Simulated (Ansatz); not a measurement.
`N[Si]1(I)CO1` + H–F → `N[Si]1(F)CO1` + HI at 700 K and 1 bar (ligand exchange at the Si–I bond).

Isolated molecules relaxed with PBE0-D4/def2-TZVP in Ansatz; ΔE leaves out vibrations. CCSD(T)/CBS adds triple-zeta CCSD(T) − MP2 to the extrapolated MP2 energy (def2 sets, frozen cores). This one scheme is used for every species. Elements past krypton have def2 core potentials. For I outer-core shells are correlated without core-valence functions, which leaves a few kJ/mol of doubt a bond. One conformer a species, not always the lowest.

```json
{"species": "`N[Si]1(I)CO1`", "CCSD(T)/CBS energy (Eh)": "-756.91964", "H − E (kJ/mol)": "225.9", "S (J/(mol·K))": "466.3"}
{"species": "H–F", "CCSD(T)/CBS energy (Eh)": "-100.39570", "H − E (kJ/mol)": "45.2", "S (J/(mol·K))": "198.5"}
{"species": "`N[Si]1(F)CO1`", "CCSD(T)/CBS energy (Eh)": "-559.29942", "H − E (kJ/mol)": "228.0", "S (J/(mol·K))": "426.7"}
{"species": "HI", "CCSD(T)/CBS energy (Eh)": "-298.03592", "H − E (kJ/mol)": "34.6", "S (J/(mol·K))": "231.7"}
```

H − E and S are ideal-gas, rigid-rotor, harmonic terms from PBE0-D4/def2-TZVP, for one conformer and one mirror image of each species. 1 Eh = 2625.50 kJ/mol, R = 8.31446 J/(mol·K).

Question: By hand: ΔE, ΔH, ΔS and ΔG.

Answer: ΔE = (-559.29942) + (-298.03592) − (-756.91964) − (-100.39570) = -0.02000 Eh = -52.5 kJ/mol. Δ(H − E) = 228.0 + 34.6 − 225.9 − 45.2 = -8.5, so ΔH = -61.0 kJ/mol. ΔS = 426.7 + 231.7 − 466.3 − 198.5 = -6.4 J/(mol·K). ΔG = -61.0 − 700 × (-6.4)/1000 = -56.5 kJ/mol.

Question: By hand: the equilibrium constant, and the temperature at which ΔG would vanish if ΔH and ΔS stayed fixed.

Answer: log₁₀ K = −ΔG/(RT ln 10) = 4.2. ΔG = 0 at ΔH/ΔS = 9531 K, far beyond where these terms or the molecules hold.

The number of gas molecules stays the same, so ΔS is small and ΔH decides. A doubt of 5 kJ/mol in ΔE shifts log₁₀ K by 0.4 here. Other conformers and mirror images would add mixing entropy, several J/(mol·K) or more a flexible species. These are equilibria of isolated gas molecules and say nothing of rates. Largest T1 diagnostic: 0.012 (customary marks: 0.02 for closed shells, 0.045 for open ones).
